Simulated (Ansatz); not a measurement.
Ansatz (a quantum-chemistry and plane-wave program) input (wB97X-V/def2-TZVPD):

Ansatz 0.2 input:
```yaml
crystal:
  periodic: [false, false, false]
  atoms:
    - {symbol: Te, position_ang: [-0.00000000, -0.00000000, -1.28732366]}
    - {symbol: Te, position_ang: [0.00000000, 0.00000000, 1.28732366]}
basis:
  gaussian:
    orbitals: def2-TZVPD
hamiltonian:
  xc: {name: wB97X-V}
total_charge: 1
magnetization: {spin_polarized: true, initial_magnetization: 1}
```

End of the output:

```
integrals: 0.06 GiB planned
948 factors; their error is unknown
integrals: 0.10 GiB planned
224 factors; integrals over basis functions are off by at most 1.5e-4 eV
mean field: 0.82 GiB planned
mean field evaluation 1: about -14577.1638 eV, gradient 8.4e0 eV
mean field evaluation 2: about -14577.3224 eV, gradient 6.6e0 eV
mean field evaluation 4: about -14577.4215 eV, gradient 3.2e-1 eV
mean field evaluation 8: about -14577.6409 eV, gradient 6.5e-3 eV
mean field evaluation 16: about -14577.6963 eV, gradient 4.5e-1 eV
mean field evaluation 32: about -14577.6409 eV, gradient 3.2e-6 eV
mean field -14577.73886161 eV, -535.7220220178 hartree, gradient 1.5e-5 eV, S^2 1.192399; 9 other end points of the search recorded, 0 dependent functions left out
reference -14577.73886078 eV, -535.7220219875 hartree; 24, 23 occupied and 94, 95 virtual orbitals, 948 factors
Total energy: -14577.73886078 eV, -535.7220219875 hartree
```

This state (charge 1, doublet) is run at the relaxed geometry of the species with charge 0 and multiplicity 3.

The determinant is spin-contaminated: <S^2> is 1.19 against 0.75 for a pure state.
